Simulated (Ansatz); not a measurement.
Abridged output of a molecular run in Ansatz:

```
Functional definition: HF
1203 factors; integrals over basis functions are off by at most 5.3e-4 eV
mean field evaluation 1: about -46398.1523 eV, gradient 2.2e1 eV
mean field evaluation 2: about -46398.1619 eV, gradient 2.2e1 eV
mean field evaluation 4: about -46400.4111 eV, gradient 2.2e0 eV
mean field evaluation 8: about -46400.4764 eV, gradient 1.1e-3 eV
mean field evaluation 32: about -46400.3805 eV, gradient 7.3e-4 eV
mean field -46400.47642275 eV, -1705.1860571636 hartree, gradient 2.4e-6 eV, S^2 0.762555; 5 other end points of the search recorded, 0 dependent functions left out
21 core orbitals not correlated: weight in the atoms' cores, before any rotation towards them, 1.000 or more for the frozen orbitals, at most 0.000 for the correlated occupied ones
reference -46400.47642275 eV, -1705.1860571636 hartree; 16, 15 occupied and 162, 163 virtual orbitals, 1203 factors
second order -23.75299271 eV of doubles, -0.00000000 eV of singles
cycle   1  -24.49994471 eV  change   -7.5e-1 eV  update   1.0e-1
cycle   2  -25.00541296 eV  change   -5.1e-1 eV  update   3.0e-2
cycle   3  -25.12904317 eV  change   -1.2e-1 eV  update   1.6e-2
cycle   4  -25.12192002 eV  change    7.1e-3 eV  update   4.5e-3
cycle   5  -25.11946833 eV  change    2.5e-3 eV  update   2.4e-3
cycle   6  -25.12019364 eV  change   -7.3e-4 eV  update   1.1e-3
cycle   7  -25.12002002 eV  change    1.7e-4 eV  update   4.9e-4
cycle   8  -25.12010676 eV  change   -8.7e-5 eV  update   1.8e-4
cycle   9  -25.12020016 eV  change   -9.3e-5 eV  update   7.3e-5
cycle  10  -25.12015618 eV  change    4.4e-5 eV  update   2.7e-5
cycle  11  -25.12015999 eV  change   -3.8e-6 eV  update   1.1e-5
perturbative correction -1.02103160 eV, -0.0375222194 hartree
Total energy: -46426.61761435 eV, -1706.1467282357 hartree
Checks for a lower state left out: cluster_reference
```

Its atoms:

Z-matrix (Å, degrees):
```
Si
F 1 1.580
Cl 1 2.023 2 106.9
Cl 1 2.023 2 106.8 3 -120.4
S 1 2.093 2 113.3 3 119.8
```

(1) Which basis set was used?
A. cc-pV(D+d)Z
B. cc-pV(Q+d)Z
C. def2-QZVPP
D. def2-TZVPP

(2) Write the keys of the input that set method, charge and spin (a neutral closed shell needs none for the last two).

Results:

(1) D. It gives 199 functions.

(2) 
```yaml
magnetization: {spin_polarized: true, initial_magnetization: 1}
correlation: {method: ccsd_t}
scf: {omitted_lower_state_checks: [cluster_reference]}
```
